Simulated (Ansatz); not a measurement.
Abridged output of a molecular run in Ansatz:

```
Functional definition: HF
760 factors; integrals over basis functions are off by at most 4.0e-4 eV
mean field evaluation 1: about -30837.3723 eV, gradient 1.8e1 eV
mean field evaluation 2: about -30837.3844 eV, gradient 1.8e1 eV
mean field evaluation 4: about -30838.5730 eV, gradient 1.2e0 eV
mean field evaluation 8: about -30838.5813 eV, gradient 1.0e-3 eV
mean field evaluation 16: about -30838.5813 eV, gradient 8.9e-6 eV
mean field -30838.58129740 eV, -1133.2969595382 hartree, gradient 8.9e-6 eV, S^2 0.000000; 0 other end points of the search recorded, 0 dependent functions left out
14 core orbitals not correlated: weight in the atoms' cores, before any rotation towards them, 1.000 or more for the frozen orbitals, at most 0.000 for the correlated occupied ones
reference -30838.58129740 eV, -1133.2969595382 hartree; 15, 15 occupied and 43, 43 virtual orbitals, 760 factors
second order -10.13908108 eV of doubles, -0.00000000 eV of singles
cycle   1  -10.89695643 eV  change   -7.6e-1 eV  update   6.9e-2
cycle   2  -11.16815742 eV  change   -2.7e-1 eV  update   2.2e-2
cycle   3  -11.20368112 eV  change   -3.6e-2 eV  update   8.2e-3
cycle   4  -11.20124715 eV  change    2.4e-3 eV  update   1.9e-3
cycle   5  -11.20052256 eV  change    7.2e-4 eV  update   5.6e-4
cycle   6  -11.20039362 eV  change    1.3e-4 eV  update   1.7e-4
cycle   7  -11.20038762 eV  change    6.0e-6 eV  update   5.1e-5
cycle   8  -11.20040361 eV  change   -1.6e-5 eV  update   1.6e-5
perturbative correction -0.24140311 eV, -0.0088714005 hartree
Total energy: -30850.02310412 eV, -1133.7174381796 hartree
```

Its atoms:

Z-matrix (Å, degrees):
```
Sn
Cl 1 2.316
Cl 1 2.316 2 106.5
H 1 1.695 2 107.8 3 -115.4
H 1 1.695 2 107.8 3 115.4
```

Question: Which basis set was used?
A. cc-pV(Q+d)Z
B. def2-TZVPP
C. def2-SVPD
D. def2-SVP

Answer: D. It gives 72 functions.

Question: Write the keys of the input that set method, charge and spin (a neutral closed shell needs none for the last two).

Answer: 
```yaml
correlation: {method: ccsd_t}
```
